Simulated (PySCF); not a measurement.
Species: C10H11F.
SMILES with atom numbers: `[CH3:1][c:2]1[cH:3][c:4]([F:5])[c:6]2[c:7]([cH:8]1)[CH2:9][CH2:10][CH2:11]2` (hydrogens: H12, H13, H14 on C1; H15 on C3; H16 on C8; H17, H18 on C9; H19, H20 on C10; H21, H22 on C11)

The closed-shell ground state was solved at several levels (PySCF, density fitting, gas phase, non-relativistic). Geometry: PBE0-D3(BJ)/def2-SVP, one conformer, isolated molecule.

```
            level  basis functions  total energy (Eh)  HOMO (eV)  LUMO (eV)  gap (eV)  dipole (D)
wB97X-D/def2-SVPD              311          -487.0502      -8.44       1.56     10.00        1.75
      B3LYP/pcJ-1              407          -487.5601      -6.49      -0.29      6.20        1.67
```

(1) Estimate the row for PBE0/pcSseg-1, a basis of 242 functions; the other rows only guide the guess.

(2) Over all these levels, which gives the widest orbital gap and which the narrowest?

(3) How far do the dipole and the HOMO energy spread over the levels?

## Answers

(1) Total energy -486.9272 Eh, HOMO -6.71 eV, LUMO -0.11 eV, gap 6.60 eV, dipole 1.68 D.

(2) wB97X-D/def2-SVPD (range-separated hybrid) has the widest, 10.00 eV, and B3LYP/pcJ-1 (global hybrid, 20 % exact exchange) the narrowest, 6.20 eV. Functional and basis both differ between the two, so the spread mixes both effects.

(3) The dipole runs from 1.67 to 1.75 D (mean 1.70 D) and the HOMO from -8.44 to -6.49 eV.

The pairwise dispersion term of wB97X-D wasn't added to the energies; at a given geometry it leaves orbitals and properties as they are.
